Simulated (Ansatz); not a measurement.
One change: `[Cl][Al]([Cl])[Cl]` becomes `C[CH2][Al]([Cl])[Cl]`.

Ansatz, PBE0-D4/def2-TZVP geometries, multiplicity 1. Each molecule was computed in one conformer, which needn't be the lowest.

| property | `[Cl][Al]([Cl])[Cl]` |
| --- | --- |
| HOMO energy (PBE/def2-TZVPP) / eV | -7.95 |
| HOMO–LUMO gap (PBE0/def2-TZVPP) / eV | 8.12 |
| LUMO energy (ωB97M-V/def2-TZVPP) / eV | 0.50 |
| size of the dipole moment (B3LYP/def2-TZVPP) / D | 0.00 |
| size of the dipole moment (PBE/def2-TZVPP) / D | 0.00 |
| HOMO energy (ωB97M-V/def2-TZVPP) / eV | -11.62 |

Task: Give the same properties after the change, and the shifts. (Estimate.)

Result: The calculation gave: 
```json
{"property": "HOMO energy (PBE/def2-TZVPP) / eV", "`C[CH2][Al]([Cl])[Cl]`": "-7.04", "shift": "0.91"}
{"property": "HOMO–LUMO gap (PBE0/def2-TZVPP) / eV", "`C[CH2][Al]([Cl])[Cl]`": "7.44", "shift": "-0.68"}
{"property": "LUMO energy (ωB97M-V/def2-TZVPP) / eV", "`C[CH2][Al]([Cl])[Cl]`": "0.79", "shift": "0.29"}
{"property": "size of the dipole moment (B3LYP/def2-TZVPP) / D", "`C[CH2][Al]([Cl])[Cl]`": "2.11", "shift": "2.11"}
{"property": "size of the dipole moment (PBE/def2-TZVPP) / D", "`C[CH2][Al]([Cl])[Cl]`": "2.10", "shift": "2.10"}
{"property": "HOMO energy (ωB97M-V/def2-TZVPP) / eV", "`C[CH2][Al]([Cl])[Cl]`": "-10.50", "shift": "1.12"}
```

With PBE0 the HOMO rises by 1.07 eV and the LUMO rises by 0.39 eV, so the gap narrows by about 0.68 eV. PBE moves the HOMO by 0.91 eV and ωB97M-V by 1.12 eV. The zero-point energy changes by 165.7 kJ/mol with +18 modes.

B3LYP here is the variant with VWN-RPA as its local correlation; programs differ in this.
